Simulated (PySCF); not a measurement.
Input file for PySCF: R-BP86/LANL2DZ on AlH2I (SMILES [AlH2][I]), a point of a bond scan (R = 2.485 Å).

```python
from pyscf import gto, scf, dft, mp
from pyscf.data.elements import chemcore

mol = gto.M(
    atom='''
    Al   -1.02948799   -1.59301317    0.26750098
    H    -0.51932809   -2.62382129    1.33718988
    H    -2.32698290   -1.78051460   -0.59760769
    I     0.30621990    0.47383976   -0.07956783
    ''',
    basis='lanl2dz',
    ecp={'Al': 'lanl2dz', 'I': 'lanl2dz'},
    charge=0, spin=0, verbose=3, max_memory=1800)
mf = dft.RKS(mol, xc='b88,p86')
mf.conv_tol = 1e-8
mf.max_cycle = 100
mf.kernel()
if not mf.converged:
    mf = mf.newton().run(mf.mo_coeff, mf.mo_occ)
```

Give the final energy of this run.

-14.6506 hartree.
